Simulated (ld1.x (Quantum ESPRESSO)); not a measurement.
## What one change does to a pseudopotential (copper, PAW)

- Element: Cu (Z = 29)
- Generator: ld1.x (Quantum ESPRESSO) 7.5
- Type: PAW
- Functional: PBE
- Relativity: scalar-relativistic
- Frozen core: [Ar]
- Valence charge: 11
- Reference configuration: 3d10 4s1 4p0
- Partial waves: 4s (bound): rcut 2.05, rcutus 2.40 bohr; 4s channel at 1.1 Ry: rcut 2.05, rcutus 2.40 bohr; 4p (bound, empty): rcut 3.55, rcutus 4.25 bohr; 4p channel at 4.7 Ry: rcut 3.55, rcutus 4.25 bohr; 3d (bound): rcut 1.35, rcutus 1.65 bohr; 3d channel at 0.2 Ry: rcut 1.35, rcutus 1.65 bohr
- Local potential: all-electron potential smoothed inside 2.10 bohr (lloc = -1)
- Core correction: Bessel-smoothed model core, default radius (core density twice the valence density)
- Augmentation charge: PSQ, inside the norm-conserving radii

Change: local potential all-electron potential smoothed inside 3.44 bohr (lloc = -1).

Cutoffs: the cutoffs (Ry, on a coarse ladder) from which the occupation-weighted sum of valence levels, in a spherical-Bessel basis at the reference potential, stays within 10 and 1 mRy of its value at 400 Ry; they do not see the model core or the augmentation charge, which bear on the density cutoff. Errors are all-electron minus pseudo energies relative to the spin-unpolarised reference configuration.

Q: How do hardness, ghosts and transferability respond?

A: The potential gets neither clearly harder nor softer (40 Ry and 70 Ry → 40 Ry and 70 Ry); both files keep a bound ghost (p); of the 7 tests that both files solve, the error grows in 7 and shrinks in 0 by more than 15 % and 0.3 meV (median size 55.6 → 81.1 meV). The local part now departs from the all-electron potential out to 3.44 bohr, far beyond the d radius of 1.65 bohr, and whatever the projectors do not describe feels it: the likely cause.

| quantity | base | changed |
| --- | --- | --- |
| cutoff, loose | 40 Ry | 40 Ry |
| cutoff, tight | 70 Ry | 70 Ry |
| bound ghosts | p | p |
| error for 3d10 4s0 4p0, meV [ΔE 8.15 eV] | -7.4 | -12 |
| error for 3d9 4s0 4p0, meV [ΔE 29.48 eV] | -56 | -81 |
| error for 3d8 4s0 4p0, meV [ΔE 68.50 eV] | -531 | -821 |
| error for 3d7 4s0 4p0, meV [ΔE 128.21 eV] | -2036 | -3074 |
| error for 3d10 4s0 4p1, meV [ΔE 4.14 eV] | -21 | -26 |
| error for 3d9 4s1 4p0, meV [ΔE 11.58 eV] | -56 | -90 |
| error for 3d10 4s0.5 4p0, meV [ΔE 3.16 eV] | -1.8 | -2.9 |
| s: phases at 4.60 bohr within 0.05 rad from the reference energy up to (Ry; the scan ends near 5) | 3.1 | 3.1 |
| p: phases at 4.60 bohr within 0.05 rad from the reference energy up to (Ry; the scan ends near 5) | 0.1 | 0.1 |
| d: phases at 4.60 bohr within 0.05 rad from the reference energy up to (Ry; the scan ends near 5) | n/a | n/a |
| lowest overlap eigenvalue by channel | s 0.39, p 0.02, d 1.00 | s 0.26, p 0.03, d 1.00 |

Base: These tests converged, but a pseudo level misses the all-electron one widely, so the file describes the atom poorly there or has found another state: 3d8 4s0 4p0: empty 4p by 5.1 eV (a node warning on the way); 3d7 4s0 4p0: empty 4p by 12.1 eV. Changed file: These tests converged, but a pseudo level misses the all-electron one widely, so the file describes the atom poorly there or has found another state: 3d9 4s0 4p0: empty 4p by 2.0 eV; 3d8 4s0 4p0: empty 4p by 5.4 eV; 3d7 4s0 4p0: empty 4p by 11.3 eV. A true bound ghost makes a file unfit for plane-wave use even where its test errors are small: the radial tests pick states by their node count and pass the ghost by.
